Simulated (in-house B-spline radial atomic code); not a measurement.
**B3LYP (VWN-RPA) excitations of O V (O4+)**

Method: B3LYP (VWN-RPA). Computed with a B-spline radial code for spherical atoms: linear response of the closed shell [He] 2s2 with the functional's adiabatic kernel; scalar-relativistic (spin-free one-electron X2C), finite nucleus, no spin-orbit coupling, no double excitations, S, P, D and F terms only.

Command:
```bash
python run_td.py task.json out
```
Settings (radii: box in bohr, nucleus in fm):
```
Z                        8
electrons                4
configuration            [He] 2s2
hamiltonian              x2c
method                   b3lyp
box_radius               19.1
rms_radius               2.6991
intervals                73
```

Cost of the run: 0.2 s on 1 thread of Intel(R) Xeon(R) Platinum 8488C (Sapphire Rapids) (shared host).

The lowest states, in the order of their Tamm-Dancoff energies; the method's threshold (minus the highest occupied level) is 104.78 eV. Labels give the largest channel, * marks a mixed state, and oscillator strengths are full-response dipole values. Semilocal kernels can invert the small singlet-triplet splittings of Rydberg terms. Energies in eV:

```tsv
state	full response	Tamm-Dancoff	oscillator strength
2s → 2p 3P	7.173	8.581	-
2s → 2p 1P	18.030	18.950	0.489
2s → 3s 3S	65.14	65.15	-
2s → 3s 1S	67.33	67.37	-
2s → 3p 3P	68.85	68.87	-
2s → 3p 1P	69.69	69.69	0.392
2s → 3d 3D	?	?	-
2s → 3d 1D	72.64	72.64	-
2s → 4s 3S	85.12	85.13	-
2s → 4s 1S	85.75	85.76	-
2s → 4p 3P	86.52	86.53	-
2s → 4p 1P	?	?	?
2s → 4d 3D	87.48	87.49	-
2s → 4d 1D	87.95	87.95	-
2s → 4f 3F	88.34	88.34	-
2s → 4f 1F	88.42	88.42	-
```

(1) Where does 2s → 4p 1P lie?

(2) Where does 2s → 3d 3D lie?

(3) How large is the singlet-triplet splitting of 2s → 2p (P terms) in Tamm-Dancoff?

(4) What polarisabilities and dispersion coefficient does the method give?

Results:

(1) At 86.78 eV in full response, 86.78 eV in Tamm-Dancoff, oscillator strength 0.109.

(2) At 71.00 eV in full response, 71.04 eV in Tamm-Dancoff.

(3) 10.4 eV, from the unrounded values.

(4) Dipole 1.217 bohr³, quadrupole 0.5105 bohr⁵, C6 0.8326 hartree·bohr⁶ for two such species.
